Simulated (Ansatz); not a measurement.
Basis-set extrapolation for CH2B2F2 (`FB1CB1F`) (PBE0-D4/def2-TZVP geometry, frozen core, Ansatz). Multiplicity 1, RHF reference.

```csv
,def2-TZVPP,def2-QZVPP
HF,-287.423743,-287.436560
MP2 correlation,-0.846131,-0.917346
CCSD(T) correlation,-0.896145,not run
```

Energies in hartree. Use E(X) = E(∞) + A·exp(−7.88·√X) for Hartree–Fock and E(X) = E(∞) + B·X^(−2.97) for correlation, with X = 3 and 4, and add CCSD(T) minus MP2 of the smaller set to the MP2 limit.

Task: What is the CCSD(T) energy at the basis-set limit?

Result: HF limit: -287.436560 + (-0.012817) × 0.13774 = -287.43833. MP2 limit: -0.917346 + (-0.071215) × 0.74074 = -0.97010. Higher-order term: -0.896145 − (-0.846131) = -0.05001. Total: -288.45844 hartree, 3.77 eV below CCSD(T)/def2-TZVPP.
